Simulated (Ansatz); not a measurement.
Reaction: SiPH5 (silylphosphane, SMILES [SiH3]P) → SiPH4 (SMILES [SiH3][PH], doublet) + H (doublet) (the H-P bond breaks)
Each species at its own B3LYP-D3(BJ)/def2-TZVP minimum (Ansatz, an electronic-structure program).

Total energies in hartree (Ansatz). Radicals and triplets start from unrestricted determinants; spin-orbit coupling is neglected. Correlated methods leave the cores frozen. No relativity. Where a partner has so few electrons that a lower coupled-cluster level is exact, that level stands in.

```tsv
species	HF/cc-pV(T+d)Z	CCSD(T)/cc-pV(T+d)Z	HF/cc-pV(Q+d)Z	CCSD(T)/cc-pV(Q+d)Z	CCSDT(Q)/cc-pV(T+d)Z
1: SiPH5 (silylphosphane, SMILES [SiH3]P)	-632.60995	-632.96108	-632.61694	-632.98703	-632.96307
2: SiPH4 (SMILES [SiH3][PH], doublet)	-632.01001	-632.32580	-632.01680	-632.34985	-632.32787
3: H (doublet)	-0.49981	-0.49981	-0.49995	-0.49995	-0.49981
```

Question: Work out the bond dissociation energy (electronic) in kcal/mol: take Hartree-Fock from cc-pV(Q+d)Z, extrapolate the CCSD(T) correlation energy as X^-3 (X = 3, 4), and add CCSDT(Q) - CCSD(T) in cc-pV(T+d)Z. 1 hartree = 627.51 kcal/mol.

Answer: 
Species 1: correlation (64·(-0.37009) - 27·(-0.35113))/37 = -0.38393; step -0.00199; E1 = -632.61694 + (-0.38393) + (-0.00199) = -633.00286
Species 2: correlation (64·(-0.33305) - 27·(-0.31579))/37 = -0.34565; step -0.00207; E2 = -632.01680 + (-0.34565) + (-0.00207) = -632.36452
Species 3: correlation (64·(0.00000) - 27·(0.00000))/37 = 0.00000; step +0.00000; E3 = -0.49995 + (0.00000) + (+0.00000) = -0.49995
-1·E1 +1·E2 +1·E3 = 0.13839 hartree = 86.8 kcal/mol.
